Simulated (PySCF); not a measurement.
How methods differ on the excitation energy of Ge⁺

Ge⁺ [Ar] 3d10 4s2 4p1 (2P) → Ge⁺ [Ar] 3d10 4s1 4p1 5s1 (4P), as a difference of total energies. All numbers are calculated (PySCF 2.14, scalar relativity by spin-free X2C-1e, in aug-cc-pVDZ-DK (6s5p3d, 36 functions)). Correlated levels: valence: [Ar] 3d10 frozen. The calculations carry no spin-orbit coupling.

```tsv
method	excitation energy (eV)
UHF	13.624
LDA	15.698
PBE	15.367
PBE0	15.129
r2SCAN	15.217
BHandHLYP	15.337
r2SCANh	15.153
TPSSh	15.158
MP2 (valence)	14.298
SCS-MP2 (valence)	14.535
```

Q: How much does correlation contribute at MP2 (valence)?

A: 14.298 − (13.624) = 0.674 eV, measured against UHF.

A first-order spin-orbit estimate (lowest level to lowest level, LS coupling) adds -0.006 eV.

The promoted electron is Rydberg-like, and one or two diffuse shells describe it only roughly, which tends to raise the upper state.
